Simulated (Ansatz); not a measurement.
`CBBOC` and `COBCN` differ in one atom or group.

Ansatz, PBE0-D4/def2-TZVP geometries, multiplicity 1. Each molecule was computed in one conformer, which needn't be the lowest.

| property | `CBBOC` |
| --- | --- |
| LUMO energy (PBE/def2-TZVPP) / eV | -2.24 |
| size of the dipole moment (ωB97M-V/def2-TZVPP) / D | 1.91 |
| HOMO energy (PBE/def2-TZVPP) / eV | -5.98 |
| HOMO–LUMO gap (PBE/def2-TZVPP) / eV | 3.74 |
| LUMO energy (PBE0/def2-TZVPP) / eV | -1.25 |
| HOMO energy (B3LYP/def2-TZVPP) / eV | -7.16 |

Give the same properties after the change, and the shifts. (Best estimate.)

Computed: 
```
                                          property  `COBCN`  shift
                 LUMO energy (PBE/def2-TZVPP) / eV    -0.91   1.33
size of the dipole moment (ωB97M-V/def2-TZVPP) / D     1.61  -0.30
                 HOMO energy (PBE/def2-TZVPP) / eV    -5.10   0.88
               HOMO–LUMO gap (PBE/def2-TZVPP) / eV     4.18   0.44
                LUMO energy (PBE0/def2-TZVPP) / eV     0.09   1.34
               HOMO energy (B3LYP/def2-TZVPP) / eV    -6.37   0.79
```

With PBE0 the HOMO rises by 0.72 eV and the LUMO rises by 1.34 eV, so the gap widens by about 0.62 eV. PBE moves the HOMO by 0.88 eV and ωB97M-V by 0.59 eV. Dipoles are sizes alone; their direction can turn.

B3LYP here is the variant with VWN-RPA as its local correlation; programs differ in this.
